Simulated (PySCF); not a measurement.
These are PySCF with TPSSh-D3(BJ)/def2-TZVP // CAM-B3LYP-D3(BJ)/def2-TZVP values and carry that method's errors. All species are isolated molecules in the gas phase. One relaxed conformer stands for a flexible species; it need not be the lowest. 

Reference species (SMILES): `[Br][Ga]([Br])[Br]` (neutral, multiplicity 1).

The HOMO comes out as -8.03 eV. The LUMO is -2.61 eV and the S1 oscillator strength is 0.000.

Changed species: `[NH2][Ga]([NH2])[Br]` (2 of 3 Br replaced by NH2; the reference has 0 of 3 Br replaced by NH2).

Predict the effect on the HOMO, LUMO and S1 oscillator strength.

the HOMO goes up by 1.61 eV, to -6.42 eV; the LUMO rises by 1.91 eV, to -0.70 eV; the S1 oscillator strength is nearly the same.
